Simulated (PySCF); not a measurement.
SMILES c1c([CH2])cccc1, doublet, PBE0/def2-SVP optimised geometry.

```
14

C      1.41     1.83     0.00
C      0.70     0.61     0.00
C     -0.72     0.58     0.00
C     -1.41    -0.62     0.00
C     -0.72    -1.84     0.00
C      0.68    -1.84     0.00
C      1.38    -0.64     0.00
H      0.89     2.78     0.00
H      2.50     1.84     0.00
H     -1.27     1.53     0.00
H     -2.50    -0.61     0.00
H     -1.27    -2.78     0.00
H      1.22    -2.78     0.00
H      2.47    -0.65     0.00
```

Density from unrestricted PBE0/def2-TZVP (PySCF) at that geometry.

Minimum of the electron density along straight lines between bonded atoms, close to the bond critical point (lines longer than 1.1 times the sum of covalent radii, or with two minima, are not listed):

```tsv
bond	length / Å	ρ at the minimum / e bohr⁻³	∇²ρ there / e bohr⁻⁵	position (fraction from the first atom)
C1–C2	1.408	0.307	-0.89	0.50
C2–C3	1.424	0.300	-0.86	0.50
C3–C4	1.385	0.321	-0.95	0.50
C4–C5	1.400	0.312	-0.91	0.50
C5–C6	1.400	0.312	-0.91	0.50
C2–C7	1.424	0.300	-0.86	0.50
C6–C7	1.385	0.321	-0.95	0.50
C1–H8	1.092	0.278	-0.97	0.65
C1–H9	1.092	0.278	-0.97	0.65
C3–H10	1.093	0.279	-0.98	0.65
C4–H11	1.093	0.280	-0.98	0.65
C5–H12	1.092	0.280	-0.98	0.65
C6–H13	1.093	0.280	-0.98	0.65
C7–H14	1.093	0.279	-0.98	0.65
```
